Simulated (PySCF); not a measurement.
C6H11FS2Si.
Atom-mapped SMILES: `[CH2:1]=[C:2]([CH3:3])[C@@H:4]1[SiH2:5][S:6][CH2:7][S:8][C@@H:9]1[F:10]`

Cartesian coordinates in Å at the GFN2-xTB level; atoms count from 1:
```
atom  x, y, z in Å
C1    -2.036   -1.143    0.760
C2    -1.576   -0.016    0.241
C3    -2.473    0.984   -0.422
C4    -0.123    0.374    0.245
Si5    0.742   -0.220   -1.359
S6     2.738    0.579   -1.300
C7     3.201    0.097    0.397
S8     2.195    0.798    1.732
C9     0.635   -0.131    1.461
F10    0.940   -1.465    1.346
H11   -3.085   -1.383    0.733
H12   -1.402   -1.871    1.234
H13   -2.117    1.203   -1.428
H14   -2.477    1.918    0.140
H15   -3.492    0.613   -0.483
H16   -0.064    1.467    0.283
H17    0.154    0.418   -2.524
H18    0.783   -1.675   -1.404
H19    4.208    0.471    0.562
H20    3.179   -0.986    0.484
H21    0.061   -0.015    2.387
```

Probes without a nucleus sit at each ring's centroid and 1 Å off its mean plane on both sides; NICS is minus the shielding there, NICSzz its component along the normal. Level: GIAO PBE0/pcSseg-1 (PySCF, non-relativistic, gas phase) on the GFN2-xTB geometry, one conformer.

Ring bond lengths (Å), with Mayer bond orders in brackets: C4–Si5 1.917 (0.81), Si5–S6 2.151 (0.96), S6–C7 1.824 (0.98), C7–S8 1.812 (0.97), S8–C9 1.835 (1.03), C9–C4 1.519 (0.97).

What do the NICS probes read (ppm)?

| ring | type | NICS(0) | NICS(1), two faces | NICS(1)zz, two faces | rms pucker (Å) | centre to ring atoms, mean (Å) |
| --- | --- | --- | --- | --- | --- | --- |
| C4–Si5–S6–C7–S8–C9 | 6-membered ring with 2 S and Si; formal bonds all single | -2.0 | -1.1 / -1.8 | 6.0 / 4.4 | 0.33 | 1.74 |

What can be read from them?

- C4–Si5–S6–C7–S8–C9: mean NICS(1)zz 5.2 ppm, deshielded. C4, Si5, C7, C9 have four or more neighbours, so the value isn't read as a sign of a π ring current.

What is the mean of the two in-plane components of NICS at the first NICS(1) probe listed for ring C4–Si5–S6–C7–S8–C9, 1 Å off the ring?

The isotropic value is a third of the trace: (3 × -1.1 − (6.0))/2 = -4.7 ppm.

How shielded are the nuclei of the rings and their hydrogens (means over atoms taken as equivalent)?

```
atoms                  environment  σ isotropic (ppm)
   C4  sp3 carbon bound to silicon              141.2
  Si5                 SiH2 silicon              380.0
   S6    sulfur bonded to C and Si              594.3
   C7   sp3 carbon bound to sulfur              151.2
   S8               sulfide sulfur              372.9
   C9               sp3 C–F carbon               83.9
  H16             methine hydrogen              29.40
  H17                Si–H hydrogen              27.06
  H18                Si–H hydrogen              26.55
  H19           methylene hydrogen              28.16
  H20           methylene hydrogen              26.82
  H21             methine hydrogen              25.64
```
